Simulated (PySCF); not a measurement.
## Stretching NaSb

Set-up: basis Na cc-pVDZ, Sb cc-pVDZ-PP with ECP28; scalar-relativistic core potentials; PySCF 2.14. Energies in eV from Na + Sb in their ground configurations at the same level. State: ³Σ⁻ (triplet), unpaired electrons π ↑↑.

Curves on a restricted Hartree–Fock reference rise too fast on stretching and do not dissociate correctly.

| R (Å) | ROHF | M06-2X | M06 | ROHF-CCSD(T) |
| --- | --- | --- | --- | --- |
| 2.525 | 0.3119 | -0.762 | -1.140 |  |
| 2.642 | 0.0718 | -0.960 | -1.351 | -0.6157 |
| 2.760 | -0.0668 | -1.065 | -1.471 | -0.7614 |
| 2.848 | -0.1207 | -1.098 | -1.516 | -0.8228 |
| 2.936 | -0.1417 | -1.102 | -1.531 | -0.8524 |
| 3.024 | -0.1365 | -1.083 | -1.523 | -0.8570 |
| 3.142 | -0.0985 | -1.032 | -1.486 | -0.8341 |
| 3.288 | -0.0148 | -0.939 | -1.409 | -0.7728 |
| 3.465 | 0.1200 | -0.806 | -1.289 | -0.6714 |
| 3.699 | 0.3311 | -0.629 | -1.106 |  |

Task: Put a parabola through the three lowest points of the ROHF curve and estimate Re, k and ωe (reduced mass 19.32 u; 1 eV/Å² = 0.16022 mdyn/Å; ωe = 1302.8·√(k/μ) cm⁻¹).

Result: Through R = 2.848, 2.936, 3.024 Å the second-order coefficient is 1.69 eV/Å², so Re ≈ 2.963 Å, k ≈ 0.542 mdyn/Å and ωe ≈ 218 cm⁻¹. A polynomial fit of higher order to the unrounded ROHF energies gives Re = 2.960 Å, k = 0.503 mdyn/Å, ωe = 210 cm⁻¹; anharmonicity and rounding make the difference.

The higher-order fit for each curve: ROHF: Re = 2.960 Å, ωe = 210 cm⁻¹, De = 0.143 eV; M06-2X: Re = 2.904 Å, ωe = 213 cm⁻¹, De = 1.10 eV; M06: Re = 2.947 Å, ωe = 201 cm⁻¹, De = 1.53 eV; ROHF-CCSD(T): Re = 2.998 Å, ωe = 194 cm⁻¹, De = 0.86 eV.

Correlated steps freeze 5 core orbitals. Correlated levels converge slowly with the basis: in double zeta they bind strong bonds too weakly, by up to about 1 eV, and carry superposition errors of some tenths. ⟨S²⟩ of the unrestricted solution departs from its pure value on part of the curve, where spin states mix. These are scalar-relativistic numbers at best; spin–orbit coupling would shift them, the dissociation energy most. The state was picked by a PBE0 search and need not be the measured ground state.
